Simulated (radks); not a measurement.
Values are calculated unless marked as measured or tabulated.
Spherical jellium clusters: N electrons in a uniform positive sphere of charge N and radius rs N^(1/3), rs = 4.41 bohr. Level of theory: non-relativistic Kohn-Sham, LDA (Slater exchange, Perdew-Wang correlation), spin-polarised, spherical densities (a radial shooting solver with Libxc functionals). Levels are named by radial order and angular momentum (1s, 1p, 1d, 2s, ...), and open shells are averaged over m.

N = 16, configuration 1s2 1p6 1d(up 5, down 3). This is the lowest configuration that the search found. Occupied and some empty levels:

| level | occupation | eigenvalue (eV) | <r> (bohr) |
|---|---|---|---|
| 1s up | 1 | -4.5122 | 6.856 |
| 1s down | 1 | -4.3958 | 6.721 |
| 1p up | 3 | -3.7635 | 8.218 |
| 1p down | 3 | -3.6175 | 8.200 |
| 1d up | 5 | -2.8414 | 9.186 |
| 1d down | 3 | -2.6916 | 9.227 |
| 2s up | 0 | -2.4548 | 7.693 |
| 2s down | 0 | -2.3855 | 7.787 |
| 1f up | 0 | -1.7824 | 10.08 |
| 1f down | 0 | -1.6423 | 10.17 |
| 2p up | 0 | -1.2954 | 9.764 |
| 2p down | 0 | -1.2226 | 9.862 |

Energy (eV): total -29.2644, kinetic 23.586, external -743.42, Hartree 368.12, exchange-correlation -53.664, background 376.12.

Electron density:

| r (bohr) | n(r) (e/bohr^3) |
|---|---|
| 1.25 | 0.001483 |
| 2.59 | 0.001826 |
| 3.92 | 0.002384 |
| 5.26 | 0.003013 |
| 6.60 | 0.003417 |
| 7.94 | 0.003238 |
| 9.28 | 0.002378 |
| 10.6 | 0.001269 |
| 11.9 | 0.0005043 |
| 13.3 | 0.0001643 |
| 14.6 | 0.00004783 |
| 16.0 | 0.00001304 |
| 17.3 | 3.420e-06 |
